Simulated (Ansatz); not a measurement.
One change: `O[SiH](O)/C=C/[SiH3]` becomes `O[SiH](O)/C=[CH]\[GeH3]`.

Ansatz, PBE0-D4/def2-TZVP geometries, multiplicity 1. Each molecule was computed in one conformer, which needn't be the lowest.

Scalar relativity is left out up to krypton.

| property | `O[SiH](O)/C=C/[SiH3]` |
| --- | --- |
| size of the dipole moment (ωB97M-V/def2-TZVPP) / D | 2.47 |
| HOMO energy (B3LYP/def2-TZVPP) / eV | -7.78 |
| LUMO energy (ωB97M-V/def2-TZVPP) / eV | 1.05 |
| HOMO energy (ωB97M-V/def2-TZVPP) / eV | -10.21 |
| HOMO energy (PBE0/def2-TZVPP) / eV | -8.01 |
| HOMO–LUMO gap (B3LYP/def2-TZVPP) / eV | 6.62 |

Task: What does the change do to each property? (An estimate is asked.)

Result: Ansatz gave: 
| property | `O[SiH](O)/C=[CH]\[GeH3]` | shift |
| --- | --- | --- |
| size of the dipole moment (ωB97M-V/def2-TZVPP) / D | 0.77 | -1.70 |
| HOMO energy (B3LYP/def2-TZVPP) / eV | -7.73 | 0.05 |
| LUMO energy (ωB97M-V/def2-TZVPP) / eV | 0.99 | -0.06 |
| HOMO energy (ωB97M-V/def2-TZVPP) / eV | -10.16 | 0.05 |
| HOMO energy (PBE0/def2-TZVPP) / eV | -7.97 | 0.04 |
| HOMO–LUMO gap (B3LYP/def2-TZVPP) / eV | 6.51 | -0.11 |

Dipoles are sizes alone; their direction can turn.

B3LYP here is the variant with VWN-RPA as its local correlation; programs differ in this.
